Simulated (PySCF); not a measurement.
Calculated properties of `CCN[C@@H](C)C(F)F`

Species: C5H11F2N.
Z-matrix (Å and degrees, GFN2-xTB geometry), rows numbered from 1:
```
C 
C   1  1.5211
N   2  1.4542  1  110.00
C   3  1.4528  2  114.34  1   173.15
C   4  1.5281  3  111.00  2    76.57
C   4  1.5285  3  107.59  2  -164.13
F   6  1.3585  4  110.75  3    62.60
F   6  1.3536  4  111.33  3   179.99
H   1  1.0863  2  109.94  3    56.17
H   1  1.0867  2  110.21  3   176.25
H   1  1.0881  2  110.51  3   -63.65
H   2  1.1048  1  109.67  3   123.39
H   2  1.0930  1  109.56  3  -118.40
H   3  1.0168  2  108.53  1    50.73
H   4  1.1077  3  112.39  2   -46.32
H   5  1.0867  4  110.08  3   170.00
H   5  1.0852  4  110.41  3   -70.18
H   5  1.0866  4  109.46  3    49.65
H   6  1.0996  4  112.69  3   -58.08
```

Structural features include: amine and C–F bond.

**GFN2-xTB geometry**

```
Point group of the GFN2-xTB geometry                  : C1
Rotational constants A, B, C of the GFN2-xTB geometry : 3.590, 1.075, 0.872 GHz
```

From PBE0/def2-SVPD ground state and vertical TDDFT (core frozen in the response) (PySCF):

```
Dipole moment                                                     : 2.01 D
HOMO energy                                                       : -6.90 eV
LUMO energy                                                       : 0.73 eV
HOMO–LUMO gap                                                     : 7.63 eV
Lowest singlet excitation                                         : 6.46 eV (192 nm, f = 0.004)
Strongest line among the 6 lowest singlet transitions             : S3 at 7.07 eV (175 nm, f = 0.067)
Lowest triplet excitation (Tamm–Dancoff)                          : 6.25 eV
Static isotropic polarisability                                   : 73.3 au
Electronic spatial extent ⟨r²⟩ about the centre of nuclear charge : 1308 bohr²
```

**PBE0/pcSseg-1 ground state and GIAO shieldings, non-relativistic (PySCF)**

```
Lowest Hirshfeld atomic charge                              : -0.16 e on N3
Highest Hirshfeld atomic charge                             : +0.15 e on C6
13C chemical shifts (computed TMS as zero) by class         : 125.8 (C6), 62.2 (C4), 46.6 (C2), 17.7 (C1), 17.0 (C5) ppm
1H chemical shifts (computed TMS as zero) by class          : 5.73 (H19), 2.92 (H15), 2.84 (H13), 2.62 (H12), 1.24 (H9/H10/H11), 1.22 (H16/H17/H18), 0.59 (H14) ppm
Isotropic shieldings of nuclei other than C and H, by class : 200 (N3), 322 (F8), 323 (F7) ppm
Mayer bond orders between heavy atoms                       : C1–C2 1.07, C2–N3 0.96, N3–C4 0.96, C4–C5 1.02, C4–C6 1.00, C6–F7 0.94, C6–F8 0.95
```

Monoisotopic mass (most abundant isotopes): 123.0860 u.

With B = h/(8π²I), that is 505.379 GHz u Å² over I, the principal moments of inertia are 140.8, 470.1 and 579.4 u Å² (most abundant isotopes). The principal polarisabilities are 65.5, 70.6 and 83.7 au; their mean is the isotropic value. The dipole equals about 6.7 × 10⁻³⁰ C·m (1 D = 3.33564 × 10⁻³⁰ C·m). No computed singlet falls in the visible range (750 to 380 nm, 1.65 to 3.26 eV); S1 lies 3.20 eV above its blue end. The largest Löwdin shares of the HOMO are 0.59 on N3, 0.10 on C2, 0.09 on C4 and 0.05 on H12.

The structure is a single GFN2-xTB conformer in the gas phase; no vibrational or solvent corrections. NMR classes are plain means over equivalent atoms (diastereotopic ones count apart unless rotation or inversion swaps them), as if these changed places fast; in this geometry the members of some classes differ.
